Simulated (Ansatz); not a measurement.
CH$_{5}$FNNbS, SMILES `[CH3][Nb]([NH2])([F])=[S]`. The species carries charge 0 and has multiplicity 1. Correlated methods include outer-core shells of Nb, which these sets cover unevenly. Nb takes the def2 core potential.

```xyz
10

C     0.5210   -1.2850   -0.7020
Nb    0.4696    0.5501    0.3963
N    -1.4143    1.0078    0.5495
F     1.3501    0.2501    2.0187
S     1.3800    1.9991   -0.8868
H     0.0582   -1.1900   -1.6864
H    -0.0039   -2.0628   -0.1347
H     1.5645   -1.5891   -0.8385
H    -1.8898    1.7590    0.0710
H    -2.0353    0.5607    1.2127
```

Task: Give the diagnostics of a CCSD(T)/def2-TZVPP run (frozen core, Ansatz 0.2.0). (Best estimate.)

Result: The calculation gave: T1 = 0.0228, largest single amplitude 0.046, largest double 0.032, (T) share of the correlation energy 5.0 %, 14 CCSD cycles. The RHF solution is stable towards an unrestricted one. T1 lies over the customary mark of 0.02 for closed shells; compounds of d metals often pass it without a breakdown.
